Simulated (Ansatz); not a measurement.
`[NH2][GeH]([OH])[CH2]Cl` and `[OH][GeH2][CH2]Cl` differ in one atom or group.

Ansatz, PBE0-D4/def2-TZVP geometries, multiplicity 1. Each molecule was computed in one conformer, which needn't be the lowest.

Scalar relativity is left out up to krypton.

```
                                      property  `[NH2][GeH]([OH])[CH2]Cl`
       HOMO–LUMO gap (ωB97M-V/def2-TZVPP) / eV                      11.95
           HOMO–LUMO gap (PBE/def2-TZVPP) / eV                       5.48
             HOMO energy (PBE/def2-TZVPP) / eV                      -6.17
size of the dipole moment (PBE/def2-TZVPP) / D                       1.14
          HOMO–LUMO gap (PBE0/def2-TZVPP) / eV                       7.92
             LUMO energy (PBE/def2-TZVPP) / eV                      -0.70
```

(1) Give the same properties after the change, and the shifts. (An estimate is asked.)

Answers

(1) Computed: 
| property | `[OH][GeH2][CH2]Cl` | shift |
| --- | --- | --- |
| HOMO–LUMO gap (ωB97M-V/def2-TZVPP) / eV | 12.18 | 0.23 |
| HOMO–LUMO gap (PBE/def2-TZVPP) / eV | 5.70 | 0.22 |
| HOMO energy (PBE/def2-TZVPP) / eV | -6.64 | -0.47 |
| size of the dipole moment (PBE/def2-TZVPP) / D | 1.53 | 0.39 |
| HOMO–LUMO gap (PBE0/def2-TZVPP) / eV | 8.07 | 0.15 |
| LUMO energy (PBE/def2-TZVPP) / eV | -0.94 | -0.24 |

With PBE0 the HOMO falls by 0.45 eV and the LUMO falls by 0.28 eV, so the gap widens by about 0.17 eV. PBE moves the HOMO by -0.47 eV and ωB97M-V by -0.37 eV. Dipoles are sizes alone; their direction can turn.
